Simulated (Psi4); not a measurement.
Calculation: Psi4 with SAPT0/jun-cc-pVDZ, frozen core.

Psi4 input:

```
molecule {
0 1
C 0.00000136 -0.00000116 -0.00000102
H -0.70993438 -0.47727178 -0.67412333
H 0.02558261 1.07062119 -0.19837170
H -0.30698687 -0.17097845 1.03090310
H 0.99133728 -0.42236980 -0.15840705
--
0 1
C 3.19717598 1.28213172 1.81395585
C 3.58115049 0.19160696 0.93166925
N 3.88460096 -0.67022082 0.23437279
H 3.61874680 1.12766851 2.80738191
H 3.56393577 2.23038099 1.42052654
H 2.11139897 1.33312666 1.89741574
units angstrom
symmetry c1
no_reorient
no_com
}
set basis jun-cc-pvdz
set scf_type df
set freeze_core true
energy('sapt0')
```

Part of the output:

```
    SAPT Results
  --------------------------------------------------------------------------------------------------------
    Electrostatics                 -1.21206408 [mEh]      -0.76058169 [kcal/mol]      -3.18227380 [kJ/mol]
      Elst10,r                     -1.21206408 [mEh]      -0.76058169 [kcal/mol]      -3.18227380 [kJ/mol]

    Exchange                        2.41491217 [mEh]       1.51538027 [kcal/mol]       6.34035103 [kJ/mol]
      Exch10                        2.41491217 [mEh]       1.51538027 [kcal/mol]       6.34035103 [kJ/mol]
      Exch10(S^2)                   2.41077490 [mEh]       1.51278409 [kcal/mol]       6.32948864 [kJ/mol]

    Induction                      -0.38318241 [mEh]      -0.24045059 [kcal/mol]      -1.00604528 [kJ/mol]
      Ind20,r                      -0.60333690 [mEh]      -0.37859962 [kcal/mol]      -1.58406082 [kJ/mol]
      Exch-Ind20,r                  0.36846739 [mEh]       0.23121678 [kcal/mol]       0.96741099 [kJ/mol]
      delta HF,r (2)               -0.14831290 [mEh]      -0.09306775 [kcal/mol]      -0.38939546 [kJ/mol]

    Dispersion                     -1.72687531 [mEh]      -1.08363062 [kcal/mol]      -4.53391050 [kJ/mol]
      Disp20                       -1.89625989 [mEh]      -1.18992105 [kcal/mol]      -4.97862965 [kJ/mol]
      Exch-Disp20                   0.16938458 [mEh]       0.10629043 [kcal/mol]       0.44471915 [kJ/mol]
      Disp20 (SS)                  -0.94812994 [mEh]      -0.59496052 [kcal/mol]      -2.48931483 [kJ/mol]
      Disp20 (OS)                  -0.94812994 [mEh]      -0.59496052 [kcal/mol]      -2.48931483 [kJ/mol]
      Exch-Disp20 (SS)              0.09633064 [mEh]       0.06044839 [kcal/mol]       0.25291606 [kJ/mol]
      Exch-Disp20 (OS)              0.07305394 [mEh]       0.04584204 [kcal/mol]       0.19180309 [kJ/mol]

  Total HF                          0.81966568 [mEh]       0.51434798 [kcal/mol]       2.15203194 [kJ/mol]
  Total SAPT0                      -0.90720963 [mEh]      -0.56928264 [kcal/mol]      -2.38187856 [kJ/mol]
```
